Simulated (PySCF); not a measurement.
**UHF on Se²⁺ (selenium, charge +2)**

Configuration: [Ar] 3d10 4s2 4p2, high-spin 3P determinant. Computed with PySCF 2.14 in ANO-RCC-VTZP (6s5p3d1f, 43 functions), with the spin-free X2C one-electron Hamiltonian (Gaussian nucleus).

| Item | Value |
| --- | --- |
| Total energy | -2426.990299 hartree |
| One-electron energy | -3351.6768 hartree |
| Hartree (Coulomb) energy | 1011.0528 hartree |
| Exchange energy | -86.3663 hartree |
| ⟨S²⟩ | 2.0077 |
| ⟨L²⟩ | 2.022 |
| Sum of ⟨r⟩ | 19.85 bohr |
| Sum of ⟨r²⟩ | 24.18 bohr² |
| Traceless quadrupole moment −½Σ⟨3z² − r²⟩ along its main axis | 1.85 e·bohr² |
| Langevin diamagnetic susceptibility | -19.1 ×10⁻⁶ cm³/mol |

```csv
shell,electrons,mean orbital energy (eV),spread (eV),"rms radius, mean of both spins (bohr)"
1s α,1,-12759.7,0,0.0508
1s β,1,-12759.5,0,0.0508
2s α,1,-1719.2,0,0.212
2s β,1,-1719.1,0,0.212
2p α,3,-1510.2,0.088,0.189
2p β,3,-1509.9,0.226,0.189
3s α,1,-273.69,0,0.612
3s β,1,-273.23,0,0.612
3p α,3,-205.88,0.071,0.636
3p β,3,-205.26,0.744,0.636
3d α,5,-93.454,0.427,0.693
3d β,5,-93.130,0.737,0.693
4s α,1,-45.816,0,1.84
4s β,1,-39.871,0,1.84
4p α,2,-31.448,0,2.14
```

Densities and radii are taken from the X2C orbitals without a picture-change correction, which distorts them close to the nucleus.

Spin-orbit constants ζ (cm⁻¹) from the X2C one-electron operator on these orbitals: bare nucleus, nucleus screened by l(l+1)(2l+1)/3 electrons, and screened by the Breit-Pauli mean field of the electrons.

```json
{"shell": "2p", "bare": "231800", "screened nucleus": "218100", "mean field": "212100"}
{"shell": "3p", "bare": "32540", "screened nucleus": "30630", "mean field": "29600"}
{"shell": "3d", "bare": "3906", "screened nucleus": "2757", "mean field": "2568"}
{"shell": "4p", "bare": "2580", "screened nucleus": "2428", "mean field": "2332"}
```

To first order the Landé constant is A = 1166 cm⁻¹, so the lowest level has J = 0 and lies 0.289 eV below the centre of the term. This holds in LS coupling only.
